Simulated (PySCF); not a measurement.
**Electric field gradients and quadrupole coupling constants**

Compound: C₂H₁₂O₂SSi₄.
Z-matrix (Å and degrees, GFN2-xTB geometry), rows numbered from 1:
```
C 
S   1  1.8187
Si  2  2.1569  1   99.97
Si  3  2.3281  2  108.10  1   -57.16
Si  4  2.3407  3  118.37  2   -39.54
Si  5  2.3212  4  114.84  3   -94.19
C   4  1.9056  3  103.39  2  -155.50
O   7  1.2033  4  128.44  3  -104.40
O   7  1.3506  4  109.74  3    75.43
H   1  1.0871  2  109.85  3    63.70
H   1  1.0846  2  106.76  3  -176.93
H   1  1.0853  2  109.68  3   -58.00
H   3  1.4583  2  100.50  1  -179.79
H   3  1.4686  2  105.07  1    68.72
H   4  1.4772  3  108.18  2    95.55
H   5  1.4723  4  106.20  3    30.44
H   5  1.4757  4  108.17  3   140.34
H   6  1.4621  5  112.18  4    60.00
H   6  1.4658  5  111.90  4  -179.39
H   6  1.4659  5  110.86  4   -60.88
H   9  0.9722  7  111.42  4  -179.47
```

Field gradients from the PBE0/pcSseg-1 density (PySCF, non-relativistic), principal values in atomic units, ordered |Vxx| ≤ |Vyy| ≤ |Vzz|:

```tsv
atom	Vxx	Vyy	Vzz
S2	0.2578	2.1351	-2.3929
O8	0.5583	1.0264	-1.5847
O9	-0.4547	-1.1551	1.6098
```

Find the asymmetry η = (Vxx − Vyy)/Vzz and the couplings χ = eQV/h (234.96 MHz × Q in barn × V in au), with Q(33S) = −0.0678 b, Q(17O) = −0.0256 b.

```json
{"atom": "S2", "environment": "sulfur bonded to C and Si", "nucleus": "33S", "η": "0.78", "χzz (MHz)": "38.12", "χxx (MHz)": "-4.11", "χyy (MHz)": "-34.01"}
{"atom": "O8", "environment": "acid carbonyl oxygen", "nucleus": "17O", "η": "0.30", "χzz (MHz)": "9.53", "χxx (MHz)": "-3.36", "χyy (MHz)": "-6.17"}
{"atom": "O9", "environment": "acid hydroxyl oxygen", "nucleus": "17O", "η": "0.44", "χzz (MHz)": "-9.68", "χxx (MHz)": "2.73", "χyy (MHz)": "6.95"}
```

The tensor is traceless: Vxx + Vyy + Vzz = 0.

What is Vzz at O8 in SI units (1 au = 9.71736 × 10²¹ V/m²)?

-1.5847 au = -15.399 × 10²¹ V/m².

And the gradient at the other heavy atoms, for which no coupling is worked out here?

| atom | environment | Vzz (au) | η |
| --- | --- | --- | --- |
| C1 | S-methyl carbon | 0.280 | 0.07 |
| Si3 | SiH2 silicon | 0.503 | 0.25 |
| Si4 | SiH silicon | 0.231 | 0.59 |
| Si5 | SiH2 silicon | 0.225 | 0.35 |
| Si6 | SiH3 silicon | 0.142 | 0.42 |
| C7 | carbonyl carbon | -0.474 | 0.83 |

What couplings would deuterons (Q(2H) = 0.00286 b) have in place of the hydrogens, at this geometry?

```tsv
atom	bonded to	bond length (Å)	Vzz (au)	η	χzz (kHz)
H10	C1	1.087	0.3139	0.04	211
H11	C1	1.085	0.3179	0.04	214
H12	C1	1.085	0.3147	0.03	211
H13	Si3	1.458	0.1670	0.03	112
H14	Si3	1.469	0.1596	0.02	107
H15	Si4	1.477	0.1548	0.02	104
H16	Si5	1.472	0.1583	0.02	106
H17	Si5	1.476	0.1573	0.02	106
H18	Si6	1.462	0.1658	0.02	111
H19	Si6	1.466	0.1625	0.01	109
H20	Si6	1.466	0.1632	0.01	110
H21	O9	0.972	0.4312	0.09	290
```

Isolated species at its GFN2-xTB geometry (one conformer only). GFN2-xTB bond lengths can be off by several hundredths of an ångström, more for odd bonds, and the gradients follow them. With so small a basis the couplings can be 20 % off.
